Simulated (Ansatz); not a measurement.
Total energies of closo-2-NB4 (H on N) (B₄NH₅) from Ansatz at PBE-D4/def2-TZVPD, gas phase (1 Eh = 27.2114 eV = 2625.5 kJ/mol). The reference geometry is relaxed at r2SCAN-D4/def2-SVP.

```json
{"state": "charge 0 singlet", "geometry": "reference", "energy (Eh)": "-156.92795"}
{"state": "charge -1 doublet", "geometry": "reference", "energy (Eh)": "-156.91643"}
{"state": "free N atom (quartet)", "geometry": "–", "energy (Eh)": "-54.53224"}
{"state": "free B atom (doublet)", "geometry": "–", "energy (Eh)": "-24.61015"}
{"state": "free H atom (doublet)", "geometry": "–", "energy (Eh)": "-0.49962"}
```

(1) Work out the vertical electron affinity, to the doublet.

(2) What is the binding energy per atom against free atoms?

(1) E(charge 0 singlet) − E(charge -1 doublet) = -156.92795 − (-156.91643) = -0.01152 Eh = -0.31 eV; negative, so the extra electron isn't bound.

(2) Atoms: 1 × (-54.53224) + 4 × (-24.61015) + 5 × (-0.49962) = -155.47094 Eh. Binding: -155.47094 − (-156.92795) = 1.45701 Eh = 39.65 eV, or 3.96 eV for each of 10 atoms (no zero-point energy, no counterpoise term).

At PBE-D4/def2-TZVPD the highest occupied level of the charge -1 doublet lies above zero (up to 2.06 eV). By energy differences it is unbound by 0.31 eV (vertical, to the charge 0 singlet, at PBE-D4/def2-TZVPD) and held by the finite basis.
